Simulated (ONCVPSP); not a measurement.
# iron: one change to an ONCV potential, before and after

- Element: Fe
- Generator: ONCVPSP 4.0.1
- Type: optimised norm-conserving Vanderbilt (ONCV)
- Functional: PBE
- Relativity: scalar-relativistic
- Frozen core: [Ne]
- Valence charge: 16
- Reference configuration: 3s2 3p6 3d6 4s2
- Partial waves: 3s+4s: rc 1.15 bohr, ncon 4, nbas 9, qcut 11.8 1/bohr, 2 projectors; 3p: rc 1.20 bohr, ncon 4, nbas 9, qcut 9.1 1/bohr, 2 projectors, debl 1.7 Ha; 3d: rc 1.40 bohr, ncon 4, nbas 8, qcut 10.9 1/bohr, 3 projectors, debl 3.7 Ha
- Local potential: polynomial inside 1.10 bohr (lpopt 4, dvloc0 2 Ha)
- Core correction: none

In the p channel the program set the typed energies aside and used -2.207, 0.250 Ha.

Change: d: ncon 5, nbas 9.

Cutoffs: the cutoffs (Ha) at which the residual kinetic energy of the hardest occupied pseudo-wave falls to 1 and 0.1 mHa per electron; they do not see the model core or the augmentation charge, which bear on the density cutoff. Errors are all-electron minus pseudo energies relative to the spin-unpolarised reference configuration.

**Question.** How do hardness, ghosts and transferability respond?

**Answer.** The potential gets neither clearly harder nor softer (48 Ha and 55 Ha → 51 Ha and 58 Ha); of the 4 tests that both files solve, the error grows in 0 and shrinks in 2 by more than 15 % and 0.3 meV (median size 2.0 → 1.4 meV); neither file shows a bound ghost.

| quantity | base | changed |
| --- | --- | --- |
| cutoff, loose | 48 Ha | 51 Ha |
| cutoff, tight | 55 Ha | 58 Ha |
| loose cutoff by channel | s 46 Ha, p 32 Ha, d 48 Ha | s 46 Ha, p 32 Ha, d 51 Ha |
| bound ghosts | none | none |
| GHOST(+) flags under 300 eV | none | none |
| error for 3s2 3p6 3d6 4s1, meV [ΔE 8.73 eV] | +0.3 | +0.1 |
| error for 3s2 3p6 3d6 4s0, meV [ΔE 24.93 eV] | +3.1 | +2.2 |
| error for 3s2 3p6 3d5 4s0, meV [ΔE 59.16 eV] | +11 | +6.6 |
| error for 3s2 3p6 3d6 4s0 4p2, meV [ΔE 8.46 eV] | +0.8 | +0.6 |
| s: phases at 1.17 bohr within 0.05 rad from the reference energy up to (Ha; the scan ends near 5) | to the end of the scan | to the end of the scan |
| p: phases at 1.22 bohr within 0.05 rad from the reference energy up to (Ha; the scan ends near 5) | to the end of the scan | to the end of the scan |
| d: phases at 1.42 bohr within 0.05 rad from the reference energy up to (Ha; the scan ends near 5) | to the end of the scan | to the end of the scan |
